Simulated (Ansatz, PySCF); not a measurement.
Lewis adduct: AlH3 (SMILES [AlH3]) (first 4 atoms) with H2O (SMILES O); geometry from B3LYP-D3(BJ)/def2-TZVP, rigid monomers moved along the line of their centres of mass till Al1···O5 is 1.84 Å.
(charge 0, multiplicity 1):
```xyz
7

Al    -0.02131     0.21827     0.32569
H      0.60330    -0.93481    -0.56573
H     -1.60833     0.38573     0.33738
H      0.86874     1.50996     0.61919
O      0.09993    -0.47430     2.02595
H     -0.76512    -0.57590     2.44356
H      0.64803     0.07032     2.60562
```

Monomers are frozen at their geometry in the pair; levels with a basis set take the counterpoise correction.

Cores are frozen in the correlated methods. CBS: X⁻³ extrapolation of the correlation energy, Hartree–Fock from the larger set.

Run with Ansatz (a first-principles code); PySCF for the dispersion terms. Each number belongs to the level named beside it.

PBE/def2-TZVPPD gives -727.7 meV for the interaction energy.

Q: How do the other levels lie against it? Give each less PBE: PBE-D3(BJ)/def2-TZVPPD, r2SCAN/def2-TZVPPD, B3LYP/def2-TZVPPD, wB97M-V/def2-TZVPPD, MP2/CBS(aug-cc-pV(D+d)Z, aug-cc-pV(T+d)Z), CCSD(T)/CBS(aug-cc-pV(D+d)Z, aug-cc-pV(T+d)Z).

A: PBE-D3(BJ)/def2-TZVPPD -42.8; r2SCAN/def2-TZVPPD -185.8; B3LYP/def2-TZVPPD 12.2; wB97M-V/def2-TZVPPD -127.8; MP2/CBS(aug-cc-pV(D+d)Z, aug-cc-pV(T+d)Z) -112.1; CCSD(T)/CBS(aug-cc-pV(D+d)Z, aug-cc-pV(T+d)Z) -114.4 meV. 1 of 6 lie above PBE; the widest gap is to r2SCAN/def2-TZVPPD.
